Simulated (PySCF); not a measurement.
SMILES c1c(-c2sccc2)ccc([SiH3])c1 (C10H10SSi), GFN2-xTB optimised geometry.

```
22

Si     3.02    -3.41     0.02
C      1.81    -1.97     0.01
C      2.26    -0.65     0.01
C      1.39     0.41     0.00
C      0.01     0.21     0.00
C     -0.91     1.33     0.00
C     -2.28     1.33     0.00
C     -2.84     2.62     0.00
C     -1.90     3.60     0.00
S     -0.31     2.97     0.00
C     -0.46    -1.11     0.00
C      0.43    -2.17     0.00
H      2.27    -4.66    -0.02
H      3.90    -3.31    -1.16
H      3.83    -3.34     1.24
H      3.33    -0.46     0.01
H      1.77     1.42     0.00
H     -2.87     0.44     0.00
H     -3.90     2.81     0.00
H     -2.04     4.66     0.00
H     -1.52    -1.31     0.00
H      0.04    -3.18     0.00
```

Density from B3LYP/def2-SVP (PySCF) at that geometry.

Minimum of the electron density along straight lines between bonded atoms, close to the bond critical point (lines longer than 1.1 times the sum of covalent radii, or with two minima, are not listed):

```tsv
bond	length / Å	ρ at the minimum / e bohr⁻³	∇²ρ there / e bohr⁻⁵	position (fraction from the first atom)
Si1–C2	1.885	0.114	0.33	0.38
C2–C3	1.393	0.308	-0.77	0.49
C3–C4	1.378	0.317	-0.83	0.50
C4–C5	1.397	0.308	-0.78	0.50
C5–C6	1.448	0.280	-0.69	0.49
C6–C7	1.370	0.319	-0.80	0.51
C7–C8	1.408	0.300	-0.75	0.50
C8–C9	1.358	0.326	-0.84	0.49
C6–S10	1.744	0.208	-0.43	0.47
C9–S10	1.716	0.219	-0.49	0.47
C5–C11	1.397	0.307	-0.78	0.51
C2–C12	1.392	0.308	-0.78	0.50
C11–C12	1.380	0.317	-0.82	0.50
Si1–H13	1.464	0.117	0.33	0.49
Si1–H14	1.465	0.116	0.33	0.49
Si1–H15	1.466	0.116	0.33	0.49
C3–H16	1.081	0.284	-1.08	0.63
C4–H17	1.081	0.284	-1.07	0.63
C7–H18	1.075	0.285	-1.09	0.63
C8–H19	1.076	0.285	-1.10	0.63
C9–H20	1.072	0.286	-1.12	0.64
C11–H21	1.079	0.285	-1.08	0.63
C12–H22	1.081	0.285	-1.08	0.63
```
